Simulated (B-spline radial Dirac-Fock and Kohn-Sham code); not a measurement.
System: atomic iron, configuration [Ar] 3d6 4s2. These are calculated numbers from a radial finite-basis atomic code; the model is independent-particle photoionisation in a Dirac-Hartree-Slater potential with a Latter tail, all multipoles, thresholds from Dirac-Fock ΔSCF.

Question: Which of the sources Mg Kα (1253.6 eV), Al Kα (taken as 1486.9 eV), Ag Lα (2984.4 eV), Cr Kα (5414.7 eV), Cu Kα (8047.8 eV), Ga Kα (9251.7 eV), Mo Kα (17479.3 eV), Ag Kα (22162.9 eV) can ionise the 1s level, and how does the cross section change among them?

Answer: The computed threshold is 7124.2 eV, above Mg Kα, Al Kα, Ag Lα, Cr Kα; the others can ionise it. Cross sections: Cu Kα 24.8 kb, Ga Kα 17.3 kb, Mo Kα 3.07 kb, Ag Kα 1.56 kb. From the first to the last it falls by a factor of 16.
